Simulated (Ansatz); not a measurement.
PBE exchange is replaced step by step with exact exchange (0 % is PBE, 25 % PBE0; no dispersion term), basis def2-SVP, Ansatz. System: the cluster SiAu₄ (the lowest singlet isomer of a short search). Total charge 0; singlet. Geometry: r2SCAN-D4/def2-SVP, each spin state at its own.

The relaxed quintet has other bonds than the singlet, so its gap is one between isomers.

Geometry of the singlet:

Cartesian coordinates in Å:
```
Au -1.359 1.711 0.147
Au 2.101 0.341 -0.517
Au -0.832 -2.018 -0.172
Au 0.260 -0.096 1.555
Si -0.169 0.063 -1.012
```

In the def2 sets Au takes a core potential; there is no spin–orbit coupling. The structure comes from a short search, and lower isomers may exist.

```csv
exact exchange (%),HOMO (eV),LUMO (eV),gap (eV),triplet − singlet (kJ/mol),quintet − singlet (kJ/mol)
10,-6.03,-3.53,2.50,131.7,331.4
15,-6.15,-3.36,2.79,135.0,332.6
40,-6.74,-2.51,4.23,150.3,337.6
```
